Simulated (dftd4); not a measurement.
I3In, charge -1, doublet, at a GFN2-xTB geometry (such geometries of metal compounds can be far from the true shape) (a state made from the parent by changing its charge; the spin is typed, not shown lowest); D4 for pbe0 run with dftd4.

The dftd4 input:
```
$ dftd4 mol.xyz --func pbe0 --charge -1 --json dftd4.json --noedisp

# file mol.xyz
4

In     0.22418018     0.57888265     0.40059815
I      2.49361918    -0.60297698    -0.94404368
I     -0.99299386    -1.38513109     2.13736085
I     -1.70788624     1.45291468    -1.56368150
```

Output, abridged:

```
                    ____  _____ _____     ____  _  _
      -------------|  _ \|  ___|_   _|---|  _ \| || |------------
     |             | | | | |_    | | ___ | | | | || |_           |
     |             | |_| |  _|   | ||___|| |_| |__   _|          |
     |             |____/|_|     |_|     |____/   |_|            |
     |             ===================================           |
     |            E. Caldeweyher, S. Ehlert & S. Grimme          |
     |          Mulliken Center for Theoretical Chemistry        |
     |                    University of Bonn                     |
      -----------------------------------------------------------

Rational (Becke-Johnson) damping: pbe0-D4-ATM
---------------------
  s6         1.0000
  s8         1.2007
  s9         1.0000
  a1         0.4009
  a2         5.0293
 alp        16.0000
--------------------

Dispersion energy:      -6.7786590083172E-03 Eh

[Info] JSON dump of results written to 'dftd4.json'
```
